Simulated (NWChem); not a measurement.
System: SiH₂O₂, singlet; SMILES O[Si]O

The following NWChem deck was run.

```
start job
memory heap 200 mb stack 900 mb global 1100 mb
geometry units angstroms
  Si     0.626107     0.020542     0.000000
  O     -0.411497     1.317374     0.000000
  H     -1.354995     1.103873     0.000000
  O     -0.518460    -1.209484     0.000000
  H     -0.167354    -2.106665     0.000000
end
basis spherical
  * library def2-svp
end
dft
  xc xcamb88 1.00 lyp 0.81 vwn_5 0.19 hfexch 1.00
  cam 0.33 cam_alpha 0.19 cam_beta 0.46
  iterations 150
end
driver
  maxiter 120
end
task dft optimize
task dft freq
```

Low-valent species are run as closed-shell singlets; no triplet was tried in these runs.

The level has its own optimisation; frequencies are unscaled.

**Question.** Predict the main results of this run. (CAM-B3LYP/def2-SVP.) Quantities: highest harmonic frequency (cm⁻¹); lowest (cm⁻¹); zero-point energy (kcal/mol).

**Answer.** The highest harmonic frequency (cm⁻¹) comes out as 3892 and the lowest (cm⁻¹) comes out as 314. The zero-point energy (kcal/mol) comes out as 17.7.
